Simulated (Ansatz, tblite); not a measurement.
Removing and adding an electron: Sn(eta1-allyl)H3 (C3H8Sn). Charge 0, multiplicity 1. Geometry: PBE-D4/def2-SVP. Ansatz, gas phase; energy differences of separate SCF runs; the oxidised species was run as a doublet alone; the reduced species was run as a doublet alone.

```xyz
12

Sn    1.620    0.834   -0.622
C     0.103   -0.755   -0.481
C    -0.712   -0.597    0.756
C    -1.974   -0.124    0.814
H     0.668   -1.710   -0.496
H    -0.509   -0.691   -1.403
H    -0.210   -0.873    1.702
H    -2.523    0.169   -0.097
H    -2.502   -0.016    1.774
H     2.529    0.878    0.850
H     0.817    2.349   -0.848
H     2.694    0.534   -1.950
```

In the def2 sets Sn takes a core potential; there is no spin–orbit coupling. The xTB rows come from tblite.

**Question.** Estimate orbital energies and vertical ionisation energies and electron affinities at: GFN1-xTB; GFN2-xTB; PBE-D4/def2-TZVP; PBE-D4/def2-TZVPD; r2SCAN-D4/def2-TZVP; r2SCAN-D4/def2-TZVPD; PBE0-D4/def2-TZVP; PBE0-D4/def2-TZVPD.

**Answer.** 
| level | −HOMO (eV) | vertical IE (eV) | −LUMO (eV) | vertical EA (eV) | HOMO–LUMO gap (eV) | IE − EA (eV) | remarks |
| --- | --- | --- | --- | --- | --- | --- | --- |
| GFN1-xTB | 11.12 | 14.05 | 6.65 | 3.69 | 4.47 | 10.36 | – |
| GFN2-xTB | 10.52 | 13.43 | 6.21 | 3.54 | 4.30 | 9.89 | – |
| PBE-D4/def2-TZVP | 5.81 | 8.64 | 1.19 | – | 4.62 | – | – |
| PBE-D4/def2-TZVPD | 5.83 | – | 1.25 | -0.61 | 4.59 | – | HOMO above zero (-1 doublet) |
| r2SCAN-D4/def2-TZVP | 5.97 | 8.59 | 0.93 | – | 5.04 | – | – |
| r2SCAN-D4/def2-TZVPD | 5.98 | – | 0.97 | -0.76 | 5.01 | – | HOMO above zero (-1 doublet) |
| PBE0-D4/def2-TZVP | 6.82 | 8.70 | 0.27 | – | 6.55 | – | – |
| PBE0-D4/def2-TZVPD | 6.83 | – | 0.35 | -0.81 | 6.48 | – | HOMO above zero (-1 doublet) |

   A HOMO above zero means that the electron is unbound at that level or that self-interaction error raises the level; the energy of removing that electron tells which. Raw xTB energy differences between charge states are shifted by several eV; the methods need an empirical correction for them. A negative affinity means that the extra electron isn't bound; its size then hangs on the basis.
